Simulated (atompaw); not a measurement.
**Before and after: PAW (atompaw) potential for carbon (C)**

* Element: carbon (C)
* Generator: atompaw 4.2.0.5
* Type: PAW
* Functional: LDA (PW92)
* Relativity: scalar-relativistic
* Frozen core: [He]
* Valence charge: 4
* Reference configuration: 2s2 2p2
* Partial waves: 2s (bound): rc 2.40 bohr; 2s channel at 4.1 Ry: rc 1.35 bohr; 2p (bound): rc 2.40 bohr; 2p channel at 1.95 Ry: rc 2.40 bohr
* Local potential: vpsmatchnc scheme with l = 2 at 0.5 Ry, radius 2.00 bohr
* Core correction: smooth core density matched at 1.60 bohr
* Augmentation charge: sinc compensation charge, radius 1.85 bohr; PAW radius 2.40 bohr; waves and projectors: custom rrkj gramschmidtortho

Change: augmentation sinc compensation charge, radius 1.85 bohr; PAW radius 2.40 bohr; waves and projectors: custom polynom2 7 10 vanderbiltortho.

Cutoffs: the cutoffs (Ry, on a coarse ladder) from which the occupation-weighted sum of valence levels, in a spherical-Bessel basis at the reference potential, stays within 10 and 1 mRy of its value at 400 Ry; they do not see the model core or the augmentation charge, which bear on the density cutoff.

Q: What does the change do?

A: The potential gets harder (12 Ry and 15 Ry → 15 Ry and 30 Ry); the bound ghost in s disappears.

| quantity | base | changed |
| --- | --- | --- |
| cutoff, loose | 12 Ry | 15 Ry |
| cutoff, tight | 15 Ry | 30 Ry |
| loose cutoff by channel (10 mRy a level) | s 6 Ry, p 10 Ry | s 8 Ry, p 10 Ry |
| bound ghosts | s | none |
| s: phases at 2.40 bohr within 0.05 rad from the reference energy up to (Ry; the scan ends near 5) | to the end of the scan | 4.6 |
| p: phases at 2.40 bohr within 0.05 rad from the reference energy up to (Ry; the scan ends near 5) | to the end of the scan | to the end of the scan |
| lowest overlap eigenvalue by channel | s 0.58, p 0.82 | s 0.75, p 0.87 |

 A true bound ghost makes a file unfit for plane-wave use even where its test errors are small: the radial tests pick states by their node count and pass the ghost by. The cutoffs see the waves, projectors and local potential, not the compensation charge or the core.
